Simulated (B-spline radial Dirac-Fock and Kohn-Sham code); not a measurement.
A summary of the ionisation energies of erbium (Z = 68) against charge, from Dirac-Fock ΔSCF + Breit + QED and from the NIST table. The largest relative steps of the computed values, from charge +5 on, come at Er⁵⁺ (63 electrons left, 77.96 to 93.55 eV); Er²²⁺ (46 electrons left, 558.8 to 773.5 eV); Er⁴⁰⁺ (28 electrons left, 1857.7 to 3174.4 eV); Er⁵⁸⁺ (10 electrons left, 5814.9 to 13232.0 eV). The median of |NIST − computed| / NIST over the 66 ions is 1.61 %.

```
charge  computed (eV)  NIST (eV)
     0           5.03     6.1077
     4          77.96       65.1
     8          143.4        158
    12          242.1        268
    16          361.5        381
    20          516.9        520
    24          859.4        853
    28         1039.0       1046
    32         1389.7       1370
    36         1586.0       1625
    40         3174.4       3157
    44         3642.5       3624
    48         4135.6       4170
    52         4943.7       4866
    56         5695.1       5695
    60        13866.9      13548
    66        65844.3   65848.24
```
